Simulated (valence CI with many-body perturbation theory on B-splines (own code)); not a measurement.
**Forbidden lines of Tl VIII**

Method: relativistic CI+MBPT: six valence electrons over a frozen Dirac-Fock core [Xe] 4f14, a basis of 7 s, 7 p, 8 d, 6 f, 4 g, 1 h functions for each j, with the one-electron correlation potential Σ1 (screened to all orders), the two-electron term Σ2, the three-electron term Σ3, Breit, model QED; selected single and double excitations, second order for the rest, scaled by the run's own slope (own B-spline code, finite nucleus).

No measured levels were compared; by estimate terms of the open shell hold to 2 to 4 % of their energy, and close levels can change places; different configurations can be misplaced against each other by 1,000 to 8,000 cm⁻¹. Among the levels kept, up to 680 cm⁻¹ of a level comes from second order outside the variational space, and about a tenth of that is noise between levels of different J, which matters for small intervals. Only levels of the ground parity were solved; by the run's estimate the other parity begins above the list, which can be wrong where configurations are misplaced.

Lines 1 to 50 of 116 in falling wavelength, among levels below 9.866 eV, chosen from the decays that carry over 1 % of a level's rate. Wavelengths and rates use the calculated energies, so an error of 2000 cm⁻¹ moves a line at 21120 Å by 42 % and its rate by three times that or more. Electric multipoles are in the length gauge, E1 and E2 with the static RPA response of the core. Weak lines are less certain than strong ones. Lines between different terms over intervals too small for the method are left out, as are lines whose strength nearly cancels. Where a level lies close to another of its J and parity, the split of strength between their lines is uncertain. The highest levels of a list are the least certain.

Levels are named by their leading jj configuration (3d3/2^4 stands for four electrons in 3d with j = 3/2), which in mixed levels can hold well under half, so a name can repeat and another be missing. Letters in brackets count levels of one name in rising energy.

```tsv
λ vac (Å)	Upper	Lower	Type	A (s⁻¹)	Branch %
21120	(5d3/2^3 5d5/2^3) J=0	(5d3/2^3 5d5/2^3) J=1 [b]	M1	1.22e+00	2.2
17740	(5d3/2^2 5d5/2^4) J=5	(5d3/2^2 5d5/2^4) J=4 [a]	M1	3.12e+00	1.8
16560	(5d3/2^3 5d5/2^3) J=3 [a]	(5d3/2^4 5d5/2^2) J=2	M1	4.55e+00	5.4
15160	(5d3/2^2 5d5/2^4) J=3 [a]	(5d3/2^2 5d5/2^4) J=4 [b]	M1	2.08e+00	1.2
14350	(5d3/2^3 5d5/2^3) J=5	(5d3/2^3 5d5/2^3) J=4	M1	3.83e+00	13.4
13610	(5d3/2^3 5d5/2^3) J=1 [b]	(5d3/2^2 5d5/2^4) J=2 [a]	M1	4.97e+00	3.2
12980	(5d3/2^2 5d5/2^4) J=3 [b]	(5d3/2^2 5d5/2^4) J=4 [b]	M1	5.21e+00	2.6
12350	(5d3/2^4 5d5/2^2) J=2	(5d3/2^4 5d5/2^2) J=4	E2	6.93e-04	100.0
11700	(5d3/2^3 5d5/2^3) J=4	(5d3/2^3 5d5/2^3) J=3 [a]	M1	1.63e+00	1.0
10840	(5d3/2^4 5d5/2^2) J=0	(5d3/2^4 5d5/2^2) J=2	E2	4.21e-03	100.0
10460	(5d3/2^3 5d5/2^3) J=2 [b]	(5d3/2^2 5d5/2^4) J=2 [a]	M1	4.25e+00	3.2
9965	(5d3/2^2 5d5/2^4) J=4 [a]	(5d3/2^3 5d5/2^3) J=3 [b]	M1	7.35e+00	4.9
9455	(5d3/2^2 5d5/2^4) J=3 [b]	(5d3/2^2 5d5/2^4) J=4 [a]	M1	5.62e+00	2.8
9383	(5d3/2^3 5d5/2^3) J=1 [a]	(5d3/2^4 5d5/2^2) J=2	M1	6.19e+01	99.8
9204	(5d3/2^3 5d5/2^3) J=1 [b]	(5d3/2^3 5d5/2^3) J=2 [a]	M1	1.06e+01	6.9
8302	(5d3/2^3 5d5/2^3) J=2 [b]	(5d3/2^3 5d5/2^3) J=3 [b]	M1	1.25e+01	9.6
8071	(5d3/2^2 5d5/2^4) J=4 [d]	(5d3/2^2 5d5/2^4) J=4 [c]	M1	5.55e+00	1.1
7934	(5d3/2^2 5d5/2^4) J=1	(5d3/2^3 5d5/2^3) J=0	M1	1.98e+01	7.6
7759	(5d3/2^3 5d5/2^3) J=3 [b]	(5d3/2^3 5d5/2^3) J=4	M1	1.93e+01	12.3
7073	(5d3/2^3 5d5/2^3) J=3 [a]	(5d3/2^4 5d5/2^2) J=4	M1	7.99e+01	94.6
6950	(5d3/2^2 5d5/2^4) J=4 [c]	(5d3/2^3 5d5/2^3) J=3 [c]	M1	6.50e+00	2.8
6635	(5d3/2^2 5d5/2^4) J=2 [b]	(5d3/2^3 5d5/2^3) J=3 [c]	M1	7.38e+00	2.3
6611	(5d3/2^2 5d5/2^4) J=1	(5d3/2^3 5d5/2^3) J=2 [b]	M1	4.49e+01	17.3
6508	(5d3/2^3 5d5/2^3) J=3 [c]	(5d3/2^3 5d5/2^3) J=3 [b]	M1	1.01e+01	3.7
6336	(5d3/2^3 5d5/2^3) J=2 [a]	(5d3/2^3 5d5/2^3) J=1 [a]	M1	4.19e+01	19.2
6098	(5d3/2^3 5d5/2^3) J=3 [c]	(5d3/2^3 5d5/2^3) J=2 [a]	M1	4.81e+01	17.5
5935	(5d3/2^2 5d5/2^4) J=4 [c]	(5d3/2^2 5d5/2^4) J=4 [b]	M1	2.13e+01	9.0
5877	(5d3/2^2 5d5/2^4) J=3 [a]	(5d3/2^2 5d5/2^4) J=2 [a]	M1	3.68e+00	2.0
5768	(5d3/2^2 5d5/2^4) J=1	(5d3/2^3 5d5/2^3) J=1 [b]	M1	4.96e+01	19.0
5517	(5d3/2^2 5d5/2^4) J=3 [b]	(5d3/2^2 5d5/2^4) J=2 [a]	M1	1.43e+01	7.0
5313	(5d3/2^2 5d5/2^4) J=4 [b]	(5d3/2^3 5d5/2^3) J=5	M1	7.35e+01	25.0
5181	(5d3/2^2 5d5/2^4) J=2 [a]	(5d3/2^3 5d5/2^3) J=1 [a]	M1	2.88e+01	9.1
5128	(5d3/2^2 5d5/2^4) J=3 [a]	(5d3/2^3 5d5/2^3) J=3 [b]	M1	1.91e+01	10.6
5071	(5d3/2^2 5d5/2^4) J=4 [c]	(5d3/2^2 5d5/2^4) J=4 [a]	M1	1.00e+01	4.2
4902	(5d3/2^3 5d5/2^3) J=2 [a]	(5d3/2^3 5d5/2^3) J=3 [a]	M1	7.93e+01	36.3
4870	(5d3/2^2 5d5/2^4) J=3 [a]	(5d3/2^3 5d5/2^3) J=2 [a]	M1	2.76e+01	15.3
4859	(5d3/2^2 5d5/2^4) J=2 [c]	(5d3/2^2 5d5/2^4) J=3 [b]	M1	5.33e+01	11.1
4853	(5d3/2^2 5d5/2^4) J=2 [b]	(5d3/2^3 5d5/2^3) J=1 [b]	M1	1.18e+01	3.7
4852	(5d3/2^2 5d5/2^4) J=3 [b]	(5d3/2^3 5d5/2^3) J=3 [b]	M1	6.42e+01	31.4
4779	(5d3/2^2 5d5/2^4) J=5	(5d3/2^3 5d5/2^3) J=6	M1	1.03e+02	60.2
4666	(5d3/2^3 5d5/2^3) J=3 [b]	(5d3/2^3 5d5/2^3) J=3 [a]	M1	2.96e+01	18.9
4632	(5d3/2^2 5d5/2^4) J=5	(5d3/2^3 5d5/2^3) J=5	M1	5.63e+01	32.9
4620	(5d3/2^2 5d5/2^4) J=3 [b]	(5d3/2^3 5d5/2^3) J=2 [a]	M1	1.50e+01	7.3
4610	(5d3/2^2 5d5/2^4) J=2 [c]	(5d3/2^2 5d5/2^4) J=3 [a]	M1	4.88e+01	10.1
4498	(5d3/2 5d5/2^5) J=1	(5d3/2^3 5d5/2^3) J=0	M1	3.29e+01	2.9
4416	(5d3/2^2 5d5/2^4) J=4 [d]	(5d3/2^2 5d5/2^4) J=3 [a]	M1	4.85e+01	9.6
4408	(5d3/2^3 5d5/2^3) J=4	(5d3/2^4 5d5/2^2) J=4	M1	1.56e+02	99.0
4362	(5d3/2^2 5d5/2^4) J=4 [a]	(5d3/2^3 5d5/2^3) J=4	M1	1.33e+02	87.9
4181	(5d3/2^2 5d5/2^4) J=2 [a]	(5d3/2^3 5d5/2^3) J=3 [a]	M1	2.72e+02	85.5
4051	(5d3/2^2 5d5/2^4) J=1	(5d3/2^2 5d5/2^4) J=2 [a]	M1	5.31e+01	20.4
```
